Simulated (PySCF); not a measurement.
# Telling isomers of C₄H₆Cl₂O apart by NMR

Fast rotation and ring inversion assumed for equivalent nuclei, non-relativistic Hamiltonian, one computed conformer, gas phase. PBE0/pcSseg-1 with gauge-including orbitals; geometry: GFN2-xTB; PySCF 2.14.

δ = σ(ref) − σ, references computed at the same level: TMS for $^{1}$H (31.72 ppm) and $^{13}$C (186.93 ppm). Where no couplings were computed, multiplicities follow the n + 1 count of equivalent neighbours, and m marks all less simple cases (inequivalent or close neighbours, rings, F or P nearby). Shifts are as computed. Against solution values, carbons near 30 ppm lie about +3 ppm off and those near 130 ppm about +5 ppm; carbons on Cl a further +6 ppm. Of 1211 compounds with measured shifts, 218 miss one by over three times the rms of a fit or turn the order of signals round; such compounds aren't used in these exercises. Carbons bonded to Cl come out too deshielded.

(1) Tabulate the signals of `C=COCC(Cl)Cl`, `ClC(Cl)C1COC1` and their relative energies.

(2) What is the quickest way to tell C=COCC(Cl)Cl from ClC(Cl)C1COC1?

Results:

(1) 
| SMILES | carbon types | δC | δH | E rel. (kcal/mol) |
| --- | --- | --- | --- | --- |
| C=COCC(Cl)Cl | 2×CH 2×CH2 | 159.1, 88.7, 84.0, 77.2 | 6.75 (m, 1H), 5.99 (t, 1H), 4.28 (m, 1H), 4.10 (m, 1H), 3.93 (d, 2H) | 0.0 |
| ClC(Cl)C1COC1 | 2×CH 2×CH2 | 89.9, 76.1, 50.3 | 6.07 (d, 1H), 4.96 (m, 2H), 4.48 (m, 2H), 3.35 (m, 1H) | 1.3 |

Energies are electronic energies at PBE0/pcSseg-1 on these geometries, without zero-point or thermal terms, each for the one conformer computed, which needn't be the lowest.

(2) Count the carbon signals: 4 against 3. The first has an alkene carbon bearing oxygen (CH) at 159.1 ppm, the second an sp3 CH in a ring at 50.3 ppm. Their most deshielded carbons lie at 159.1 and 89.9 ppm. In the proton spectra the most deshielded non-exchanging signals are 6.75 (m, 1H) and 6.07 (d, 1H).
